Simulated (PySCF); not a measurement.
C$_{5}$H$_{9}$NO, singlet, geometry from GFN2-xTB; HF/STO-3G run with PySCF.

PySCF was given this input:
```python
from pyscf import gto, scf

mol = gto.M(
    atom='''
C     2.10718030   -0.10566990    0.05077275
N     0.69270521    0.08905907   -0.09332066
C     0.14997135    0.98033666   -1.08972839
C    -1.32752946    1.09849129   -0.69883366
C    -1.60250964   -0.19679329    0.06324944
C    -0.23541035   -0.62430679    0.57963264
O    -0.00257823   -1.45674522    1.42691988
H     2.59806457    0.83177957    0.32361649
H     2.54565104   -0.47833752   -0.87929269
H     2.25899065   -0.83912003    0.84118692
H     0.27013507    0.54960589   -2.09371243
H     0.67024368    1.94223616   -1.06616009
H    -1.46840915    1.95525366   -0.03929380
H    -1.97158737    1.22354647   -1.56688659
H    -2.30886961   -0.08111558    0.88246881
H    -1.97274293   -0.98564829   -0.59459778
''',
    basis='sto-3g',
    verbose=4,
)

mf = scf.RHF(mol)
mf.kernel()
mf.analyze()
```

The log (banner, timings and long lists left out):

```
PySCF version 2.14.0

[INPUT] verbose = 4
[INPUT] num. atoms = 16
[INPUT] num. electrons = 54
[INPUT] charge = 0
[INPUT] spin (= nelec alpha-beta = 2S) = 0
[INPUT] symmetry False subgroup None
[INPUT] Mole.unit = angstrom
[INPUT] Symbol           X                Y                Z      unit          X                Y                Z       unit  Magmom
[...]
nuclear repulsion = 317.328638463402
number of shells = 30
number of NR pGTOs = 132
number of NR cGTOs = 44
basis = sto-3g
ecp = {}

******** <class 'pyscf.scf.hf.RHF'> ********
method = RHF
initial guess = minao
damping factor = 0
level_shift factor = 0
DIIS = <class 'pyscf.scf.diis.CDIIS'>
diis_start_cycle = 1
diis_space = 8
diis_damp = 0
SCF conv_tol = 1e-09
SCF conv_tol_grad = None
SCF max_cycles = 50
direct_scf = True
direct_scf_tol = 1e-13
Set gradient conv threshold to 3.16228e-05
Initial guess from minao.
init E= -321.806154239809
[...]
cycle= 1 E= -319.690804175559  delta_E= 2.12  |g|= 0.668  |ddm|= 5.06
[...]
cycle= 2 E= -319.802233454657  delta_E= -0.111  |g|= 0.504  |ddm|=  1.5
[...]
cycle= 3 E= -319.866677226965  delta_E= -0.0644  |g|= 0.0559  |ddm|= 0.609
[...]
cycle= 4 E= -319.868991636683  delta_E= -0.00231  |g|= 0.0231  |ddm|= 0.149
[...]
cycle= 5 E= -319.869319783361  delta_E= -0.000328  |g|= 0.00929  |ddm|= 0.0539
[...]
cycle= 6 E= -319.869395638258  delta_E= -7.59e-05  |g|= 0.0027  |ddm|= 0.0329
[...]
cycle= 7 E= -319.869400104074  delta_E= -4.47e-06  |g|= 0.00071  |ddm|= 0.00788
[...]
cycle= 8 E= -319.869400400272  delta_E= -2.96e-07  |g|= 0.000117  |ddm|= 0.00215
[...]
cycle= 9 E= -319.869400410364  delta_E= -1.01e-08  |g|= 2.99e-05  |ddm|= 0.000343
[...]
cycle= 10 E= -319.869400411248  delta_E= -8.84e-10  |g|= 1.06e-05  |ddm|= 9.3e-05
[...]
Extra cycle  E= -319.869400411369  delta_E= -1.21e-10  |g|= 6.63e-06  |ddm|= 2.57e-05
converged SCF energy = -319.869400411369
**** SCF Summaries ****
Total Energy =                        -319.869400411368645
Nuclear Repulsion Energy =             317.328638463402001
One-electron Energy =                -1066.034108683901422
Two-electron Energy =                  428.836069809130720
Two-electron Coulomb Energy =          473.073731613404732
DFT Exchange-Correlation Energy =      -44.237661804274012
HOMO-LUMO gap [eV] =                    16.667125580391591
**** MO energy ****
[...]
 ** Mulliken pop on meta-lowdin orthogonal AOs  **
 ** Mulliken pop  **
 ** Mulliken atomic charges  **
charge of    0C =     -0.01998
charge of    1N =     -0.18424
charge of    2C =      0.02891
charge of    3C =     -0.05001
charge of    4C =     -0.08434
charge of    5C =      0.21899
charge of    6O =     -0.25216
charge of    7H =      0.03459
charge of    8H =      0.03288
charge of    9H =      0.05921
charge of   10H =      0.02383
charge of   11H =      0.03226
charge of   12H =      0.03592
charge of   13H =      0.03681
charge of   14H =      0.04492
charge of   15H =      0.04243
Dipole moment(X, Y, Z, Debye): -0.06364,  1.89178, -2.03472
```
